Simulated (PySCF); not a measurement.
## J couplings in C4H5B

Cartesian coordinates in Å; atom numbers follow the order of the lines, from 1:
```xyz
10

B     2.6655    0.1423   -0.1729
C     1.1669    0.2262   -0.1986
C    -0.0596    0.2855   -0.2107
C    -1.4747    0.3750   -0.2392
C    -2.2770   -0.4143    0.4948
H     3.3285    0.9208   -0.8158
H     3.2129   -0.7047    0.4919
H    -1.9145    1.1360   -0.8950
H    -1.8643   -1.1796    1.1569
H    -3.3636   -0.3077    0.4482
```

Method: B3LYP/pcJ-1 (spin–dipole term only in couplings to heteroatoms)//PBE0-D3(BJ)/def2-SVP, PySCF; isolated molecule, single conformer, non-relativistic. Couplings are averaged over pairs made equivalent by symmetry, fast rotation or ring inversion, so a value needn't be that of the named pair in this geometry, while other rotamers aren't included; one pair stands for each set, and the list holds those of at least 1.5 Hz over up to four bonds.

Isotopes: ¹³C, ¹H, ¹¹B.

```csv
pair,bonds,J (Hz)
"B1, C2",1,98.7
"B1, H6",1,145.5
"C2, C3",1,?
"C3, C4",1,94.0
"C4, C5",1,?
"C4, H8",1,?
"C5, H9",1,173.1
"C5, H10",1,?
"B1, C3",2,?
"C2, C4",2,11.2
"C2, H6",2,?
"C3, H8",2,1.5
"C4, H9",2,-3.3
"C5, H8",2,-2.1
"H6, H7",2,-3.4
"H9, H10",2,2.5
"B1, C4",3,1.5
"C2, C5",3,2.6
"C2, H8",3,4.6
"C3, H6",3,4.3
"C3, H9",3,?
"C3, H10",3,16.6
"H8, H9",3,18.8
"H8, H10",3,?
"B1, H8",4,-1.8
```

Q: Estimate the withheld couplings, with signs.

A: 
- ¹J(C2,C3) = 160.8 Hz (bond length 1.228 Å)
- ¹J(C4,C5) = 75.5 Hz (bond length 1.344 Å)
- ¹J(C4,H8) = 173.7 Hz (bond length 1.097 Å, sp2 carbon)
- ¹J(C5,H10) = 171.3 Hz (bond length 1.093 Å, sp2 carbon)
- ²J(B1,C3) = 19.0 Hz (angle at C2 179°)
- ²J(C2,H6) = 3.2 Hz (angle at B1 120°)
- ³J(C3,H9) = 10.1 Hz (dihedral angle 0°)
- ³J(H8,H10) = 12.1 Hz (dihedral angle 0°)
